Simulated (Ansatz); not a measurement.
Reaction (formal exchange of groups at a B–Al bond): `F[BH][AlH][F]` + disilane → `FB[SiH2][SiH3]` + `[F][AlH2]`

Isolated molecules relaxed with PBE0-D4/def2-TZVP in Ansatz; ΔE leaves out vibrations. CCSD(T)/CBS is the MP2 limit (def2-TZVPP, def2-QZVPP) plus CCSD(T) − MP2 in def2-TZVPP, frozen cores. This one scheme is used for every species. Functionals use def2-TZVPP. Each species was taken in one conformer, which may not be the lowest.

```
             level  ΔE (kcal/mol)  difference from CCSD(T)/CBS
       LDA (SPW92)           -6.0                         -1.1
            PBE-D4           -5.4                         -0.5
           PBE0-D4           -5.3                         -0.4
        r2SCAN0-D4           -5.7                         -0.8
           ωB97M-V           -5.0                         -0.1
               PBE           -5.0                         -0.1
            revPBE           -4.7                          0.2
            r2SCAN           -5.9                         -1.0
              PBE0           -4.9                          0.0
         CAM-B3LYP           -4.2                          0.7
           LC-ωPBE           -4.5                          0.4
  CCSD(T)/def2-SVP           -4.8                          0.1
SCS-MP2/def2-TZVPP           -4.7                          0.2
    MP2/def2-QZVPP           -5.5                         -0.6
SCS-MP2/def2-QZVPP           -4.7                          0.2
      HF/CBS(def2)           -3.4                          1.5
       CCSD(T)/CBS           -4.9                            0
```

Largest T1 diagnostic among the species: 0.015.

In def2-TZVPP, CCSD(T) changes the Hartree–Fock value by −1.4 kcal/mol (the triples alone add −0.4 kcal/mol) and MP2 by −2.0 kcal/mol. Leaving LDA and LC-ωPBE aside and taking each functional with its dispersion term where it has one, the values, not all of them listed here, spread over 4.4 kcal/mol, from B97M-V to CAM-B3LYP-D4. LDA lies −1.0 kcal/mol from PBE without D4.
